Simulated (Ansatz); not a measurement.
Start from `[AlH2][O]B1CC1` and change one atom or group to get `ClB1CC1`.

Ansatz, PBE0-D4/def2-TZVP geometries, multiplicity 1. Each molecule was computed in one conformer, which needn't be the lowest.

```csv
property,`[AlH2][O]B1CC1`
size of the dipole moment (PBE/def2-TZVPP) / D,0.74
HOMO energy (B3LYP/def2-TZVPP) / eV,-6.35
size of the dipole moment (B3LYP/def2-TZVPP) / D,0.91
HOMO–LUMO gap (ωB97M-V/def2-TZVPP) / eV,9.14
LUMO energy (PBE/def2-TZVPP) / eV,-2.00
LUMO energy (PBE0/def2-TZVPP) / eV,-1.25
```

**Question.** Give the same properties after the change, and the shifts. (Estimate.)

**Answer.** Computed: 
```tsv
property	`ClB1CC1`	shift
size of the dipole moment (PBE/def2-TZVPP) / D	0.82	0.08
HOMO energy (B3LYP/def2-TZVPP) / eV	-7.07	-0.72
size of the dipole moment (B3LYP/def2-TZVPP) / D	0.83	-0.08
HOMO–LUMO gap (ωB97M-V/def2-TZVPP) / eV	10.47	1.33
LUMO energy (PBE/def2-TZVPP) / eV	-2.14	-0.14
LUMO energy (PBE0/def2-TZVPP) / eV	-1.14	0.11
```

With PBE0 the HOMO falls by 0.73 eV and the LUMO rises by 0.11 eV, so the gap widens by about 0.84 eV. PBE moves the HOMO by -0.67 eV and ωB97M-V by -0.71 eV. Dipoles are sizes alone; their direction can turn.

B3LYP here is the variant with VWN-RPA as its local correlation; programs differ in this.
